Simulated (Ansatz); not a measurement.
Program: Ansatz. Geometries: PBE0-D4/def2-TZVP. ΔE: electronic, gas phase. CBS: MP2 limit from def2 TZ/QZ plus the TZ coupled-cluster correction, frozen cores. DFT in def2-TZVPP. Elements past krypton have def2 core potentials. For Sb outer-core shells are correlated without core-valence functions, which leaves a few kJ/mol of doubt a bond. Each species was taken in one conformer, which may not be the lowest.

Consider the ligand exchange at a P–O bond: `P[O][SbH2]` + `N[SiH2]F` → `F[SiH2]NP` + `[OH][SbH2]`.

`P[O][SbH2]`:

Cartesian coordinates in Å:
```
P 0.306 0.251 -1.559
O -0.254 0.318 -0.019
Sb 0.908 -0.291 1.471
H -0.781 -0.436 -2.177
H -0.161 1.515 -2.027
H -0.119 0.436 2.632
H 0.101 -1.792 1.680
```

`N[SiH2]F`:

```xyz
7

N     0.889   -0.357   -0.424
Si   -0.530    0.148    0.354
F    -1.370    1.259   -0.442
H     0.873   -1.001   -1.197
H     1.726    0.201   -0.419
H    -0.158    0.769    1.644
H    -1.429   -1.020    0.485
```

`F[SiH2]NP`:

Cartesian coordinates in Å:
```
F -1.859 -0.948 -0.599
Si -1.130 0.172 0.280
N 0.360 0.659 -0.397
P 1.842 -0.206 -0.413
H -2.031 1.346 0.324
H -0.879 -0.446 1.600
H 0.383 1.482 -0.978
H 1.922 -0.553 0.964
H 1.391 -1.506 -0.781
```

`[OH][SbH2]`:

Cartesian coordinates in Å:
```
O 0.711 -0.031 0.977
Sb -0.169 -0.359 -0.759
H 1.425 -0.661 1.101
H -1.756 -0.247 -0.122
H -0.210 1.297 -1.197
```

(1) Is it downhill or uphill in electronic energy at CCSD(T)/CBS, and by how much? (An estimate is asked.)

(2) What do these levels give: revPBE-D4, revPBE, BHLYP, CCSD(T)/def2-SVP, CCSD(T)/def2-TZVPP, SCS-MP2/def2-QZVPP? (Estimate.)

(3) What do rigid-rotor, harmonic-oscillator terms from PBE0-D4/def2-TZVP frequencies (298.15 K, 1 bar) make of the CCSD(T)/CBS value? (Estimate.)

Largest T1 diagnostic among the species: 0.015.

Answers

(1) Ansatz gave: Uphill: ΔE = +3.1 kcal/mol.

(2) Computed: revPBE-D4 1.9, revPBE 2.7, BHLYP 3.7, CCSD(T)/def2-SVP 2.1, CCSD(T)/def2-TZVPP 2.7, SCS-MP2/def2-QZVPP 3.6 kcal/mol.

(3) Computed: ΔZPE = +0.2 kcal/mol, ΔH = +3.2 kcal/mol, ΔS = -11 J/(mol·K), ΔG = +4.0 kcal/mol. Modes under 50 cm⁻¹ make the entropy rough.

In def2-TZVPP, CCSD(T) changes the Hartree–Fock value by −1.4 kcal/mol (the triples alone add −0.1 kcal/mol) and MP2 by −1.2 kcal/mol. At CCSD(T), def2-SVP lies −1.0 kcal/mol from the extrapolated value and def2-TZVPP −0.4 kcal/mol.
